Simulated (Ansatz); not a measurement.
Start from `C[SiH](O)[Si](O)(F)F` and change one atom or group to get `O[SiH2]N[Si](O)(F)F`.

Ansatz, PBE0-D4/def2-TZVP geometries, multiplicity 1. Each molecule was computed in one conformer, which needn't be the lowest.

| property | `C[SiH](O)[Si](O)(F)F` |
| --- | --- |
| HOMO energy (PBE0/def2-TZVPP) / eV | -8.15 |
| LUMO energy (ωB97M-V/def2-TZVPP) / eV | 1.38 |
| HOMO–LUMO gap (ωB97M-V/def2-TZVPP) / eV | 11.66 |
| HOMO energy (B3LYP/def2-TZVPP) / eV | -7.96 |
| HOMO–LUMO gap (PBE0/def2-TZVPP) / eV | 7.82 |
| LUMO energy (PBE0/def2-TZVPP) / eV | -0.33 |

Question: Give the same properties after the change, and the shifts. (Estimate.)

Answer: The calculation gave: 
```tsv
property	`O[SiH2]N[Si](O)(F)F`	shift
HOMO energy (PBE0/def2-TZVPP) / eV	-8.21	-0.06
LUMO energy (ωB97M-V/def2-TZVPP) / eV	1.73	0.35
HOMO–LUMO gap (ωB97M-V/def2-TZVPP) / eV	12.24	0.58
HOMO energy (B3LYP/def2-TZVPP) / eV	-7.99	-0.03
HOMO–LUMO gap (PBE0/def2-TZVPP) / eV	8.46	0.64
LUMO energy (PBE0/def2-TZVPP) / eV	0.25	0.58
```

With PBE0 the HOMO falls by 0.06 eV and the LUMO rises by 0.58 eV, so the gap widens by about 0.64 eV. PBE moves the HOMO by -0.01 eV and ωB97M-V by -0.23 eV.

B3LYP here is the variant with VWN-RPA as its local correlation; programs differ in this.
